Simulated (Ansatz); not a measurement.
Ideal-gas functions of C₃H₅Te (`C=CC[Te]`) radical at 500 K and 1 bar, from an Ansatz frequency run at PBE0-D4/def2-TZVP.

Molar mass 168.67 g/mol, point group C1 (symmetry number 1), electronic degeneracy 2, moments of inertia 32.586, 297.13, 311.129 u Å². Harmonic wavenumbers (cm⁻¹, unscaled): 56, 218, 395, 498, 673, 794, 943, 949, 1017, 1050, 1132, 1211, 1322, 1426, 1458, 1700, 3089, 3153, 3159, 3174, 3247.

Use S(trans) = R[1.5 ln M + 2.5 ln T − 1.1517]; rotational temperatures θ = 24.2544 K / I; S(rot) = R[ln(√π/σ · √(T³/θAθBθC)) + 1.5]; for each mode x = 1.438777 ν̃/T, S = R[x/(eˣ − 1) − ln(1 − e⁻ˣ)] and H = RT x/(eˣ − 1); 1 cm⁻¹ = 0.0119627 kJ/mol; R = 8.31446 J/(mol·K).

Question: By hand: the entropy, in J/(mol·K).

Answer: Translation 183.6. Rotation: θ = 0.7443, 0.0816, 0.078 K, giving 117.0. Vibration, mode by mode: 23.50, 12.33, 7.68, 6.00, 4.01, 3.05, 2.17, 2.14, 1.84, 1.70, 1.41, 1.18, 0.91, 0.71, 0.66, 0.37, 0.01, 0.01, 0.01, 0.01, 0.01, in all 69.7. Electronic 5.8. Sum 376.1 J/(mol·K).

Question: By hand: H − E and G − E in kJ/mol, counted from the electronic energy.

Answer: Zero-point energy ½ × 30664 × 0.0119627 = 183.4; thermal vibration 18.4; translation, rotation and pV give 4 RT = 16.6. H − E = 218.4 kJ/mol, and G − E = 218.4 − 500 × 376.1/1000 = 30.3 kJ/mol.

Vibration gives 19 % of the entropy, 23.5 J/(mol·K) of it from the mode under 150 cm⁻¹: soft modes count most, and the harmonic formula is weakest for them. The sum counts one conformer and one mirror image; others add a mixing term.
